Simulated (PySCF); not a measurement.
The third ionisation energy along the halogens

Calculated with PySCF 2.14 from differences of total energies of unrestricted determinants, without spin-orbit coupling. Values in eV. The last column holds reference values (NIST; (s) semi-empirical, (t) theoretical, else measured). Unmarked ones compare directly (S terms, centres of terms, or small fine structure); those marked * lie between the lowest fine-structure levels and include a spin-orbit shift.

```
                          element                         configurations     UHF  MP2 (valence)  SCS-MP2 (valence)  CCSD (valence)  CCSD(T) (valence)          reference
 F (jorge-DZP-DKH, spin-free X2C)            [He] 2s2 2p3 → [He] 2s2 2p2  62.714         62.930             62.779          62.669             62.665       62.708 (s) *
Cl (jorge-DZP-DKH, spin-free X2C)            [Ne] 3s2 3p3 → [Ne] 3s2 3p2  38.972         39.435             39.270          39.351             39.354  39.8 ± 0.11 (s) *
Br (jorge-DZP-DKH, spin-free X2C)  [Ar] 3d10 4s2 4p3 → [Ar] 3d10 4s2 4p2  34.594         34.579             34.512          34.485             34.485   34.871 ± 0.019 *
```

"Valence" correlates the outer s and p shells and, in groups 3 to 12 and the f block, the outer d or f shell, open or full, or the next shell where the ion has no valence electron left; the wider scheme adds the next inner shell.
